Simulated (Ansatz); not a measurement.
Cost and result for the atomization energy of CH3ClO2Si, SMILES `O=C[SiH](O)Cl` (8 atoms, 7 bonds).

Total charge 0; spin multiplicity 1. The structure was optimised at the PBE0-D4/def2-TZVP level. It is one conformer, not always the lowest. Program: Ansatz. All runs use 2 threads of an INTEL XEON PLATINUM 8581C on a shared host. Times are those of one run each, without the atoms' runs, and a repeat can differ threefold. Electronic energies, without spin–orbit coupling; frozen cores. CCSD(T)/CBS adds CCSD(T) − MP2 in def2-TZVPP to the MP2 limit, and its time is that of the two runs behind it. T1 = 0.014. B3LYP takes the VWN-RPA correlation (the form of Gaussian; ORCA's B3LYP/G). HSE06 is the plane-wave form, built on full-range PBE exchange.

CCSD(T)/CBS is a level of theory with its own doubt, some kJ/mol a heavy atom from the limit and from the frozen cores, so smaller differences don't rank the functionals.

```
                             level  functions  wall time
            LDA (SPW92)/def2-TZVPP        219      1.2 s
   PBE-D4/def2-TZVPP (with forces)        219      2.2 s
               HSE06-D4/def2-TZVPP        219      2.9 s
           CAM-B3LYP-D4/def2-TZVPP        219      3.1 s
                  CCSD(T)/def2-SVP         93      3.4 s
r2SCAN-D4/def2-TZVPP (with forces)        219      3.6 s
 B3LYP-D4/def2-TZVPP (with forces)        219        4 s
                 B2PLYP/def2-TZVPP        219      4.9 s
               PBE-QIDH/def2-TZVPP        219      5.5 s
                ωB97X-V/def2-TZVPP        219        6 s
                    MP2/def2-QZVPP        401       18 s
                CCSD(T)/def2-TZVPP        219       77 s
                 CCSD(T)/CBS(def2)          –       95 s
```

**Question.** What atomization energy does each give, and how far from CCSD(T)/CBS? (Best estimate.)

**Answer.** Computed: 
| level | atomization (kJ/mol) | difference from CCSD(T)/CBS | per bond |
| --- | --- | --- | --- |
| LDA (SPW92)/def2-TZVPP | 3589.6 | 491.6 | 70.2 |
| PBE-D4/def2-TZVPP (with forces) | 3166.5 | 68.5 | 9.8 |
| HSE06-D4/def2-TZVPP | 3077.6 | -20.4 | -2.9 |
| CAM-B3LYP-D4/def2-TZVPP | 3087.4 | -10.6 | -1.5 |
| CCSD(T)/def2-SVP | 2857.0 | -241.0 | -34.4 |
| r2SCAN-D4/def2-TZVPP (with forces) | 3101.3 | 3.3 | 0.5 |
| B3LYP-D4/def2-TZVPP (with forces) | 3069.7 | -28.3 | -4.0 |
| B2PLYP/def2-TZVPP | 3049.2 | -48.8 | -7.0 |
| PBE-QIDH/def2-TZVPP | 3053.5 | -44.5 | -6.4 |
| ωB97X-V/def2-TZVPP | 3099.3 | 1.3 | 0.2 |
| MP2/def2-QZVPP | 3160.2 | 62.2 | 8.9 |
| CCSD(T)/def2-TZVPP | 2995.4 | -102.6 | -14.7 |
| CCSD(T)/CBS(def2) | 3098.0 | 0.0 | 0.0 |

In def2-TZVPP, CCSD(T) changes the Hartree–Fock value by +849.0 kJ/mol (the triples alone add +62.4 kJ/mol) and MP2 by +952.5 kJ/mol; breaking electron pairs costs correlation energy, which Hartree–Fock lacks. The D4 term adds +30.4 kJ/mol with B3LYP and +15.8 kJ/mol with PBE0; it sums over pairs of atoms, weighted by their polarisabilities, and B3LYP, whose exchange is more repulsive, gets the larger term. From BLYP to BHLYP (50 % exact exchange), in def2-TZVPP and without D4, the atomization energy moves by −132.0 kJ/mol: exact exchange takes away binding that semilocal exchange gives to molecules.
